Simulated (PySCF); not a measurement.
Structure problem from calculated spectra and properties.

Formula: CH7NSi3.

- Dipole: 3.72 D [CAM-B3LYP/def2-SVPD]
- UV, first state: lowest singlet excitation: 6.63 eV (187 nm, f = 0.038) [TDDFT CAM-B3LYP/def2-SVPD]
- XPS: Si2p3/2 106.7, Si2p3/2 106.8, Si2p3/2 107.5, C1s 291.7, N1s 405.0, Si1s 1846.4, Si1s 1846.5, Si1s 1847.3 eV [ΔSCF SCAN, pcX-2 on the ionised atom, pcseg-1 elsewhere, spin-free X2C, 2p3/2 from a spin–orbit splitting computed afterwards within the 2p shell]
- Polarisability: 103.1 au [CAM-B3LYP/def2-SVPD]
- Rotational structure: rotational constants A, B, C: 3.002, 1.393, 1.057 GHz [PBE0-D3(BJ)/def2-SVP]
- Triplet: lowest triplet excitation (Tamm–Dancoff): 5.67 eV [TDA CAM-B3LYP/def2-SVPD]
- 13C NMR: chemical shifts (computed TMS as zero) by class: 129.1 (1 C) ppm [GIAO CAM-B3LYP/pcSseg-2]

Electronic properties: PySCF, gas phase, density fitting. Levels stand in brackets. Isolated species at its PBE0-D3(BJ)/def2-SVP geometry (one conformer only). NMR classes are plain means over equivalent atoms (diastereotopic ones count apart unless rotation or inversion swaps them), as if these changed places fast.

Q: Give a SMILES that accounts for the data.

A: Numbering: `[N:1]#[C:2][SiH2:3][SiH2:4][SiH3:5]`. Its formula, CH7NSi3, gives 2 degrees of unsaturation: 0 rings and 2 π bonds in the structure found. The one carbon: cyano carbon [C2] (129.1 ppm). The core levels belong to: Si2p3/2 106.7 eV, SiH2 silicon [Si4]; Si2p3/2 106.8 eV, SiH3 silicon [Si5]; Si2p3/2 107.5 eV, SiH2 silicon [Si3]; C1s 291.7 eV, cyano carbon [C2]; N1s 405.0 eV, cyano nitrogen [N1]; Si1s 1846.4 eV, SiH2 silicon [Si4]; Si1s 1846.5 eV, SiH3 silicon [Si5]; Si1s 1847.3 eV, SiH2 silicon [Si3]. The hole state at 405.0 eV has ⟨S²⟩ = 0.82 against 0.75, so that value is less sure. The hole state at 291.7 eV has ⟨S²⟩ = 0.82 against 0.75, so that value is less sure. The optimised geometry has point group C1 and is an asymmetric top. Structure: `N#C[SiH2][SiH2][SiH3]`. The assignments are read from this structure; whether some other isomer fits the data as well wasn't checked.

Conformer computed: `[N:1]#[C:2][SiH2:3][SiH2:4][SiH3:5]`: C2–Si3–Si4–Si5 -54°.
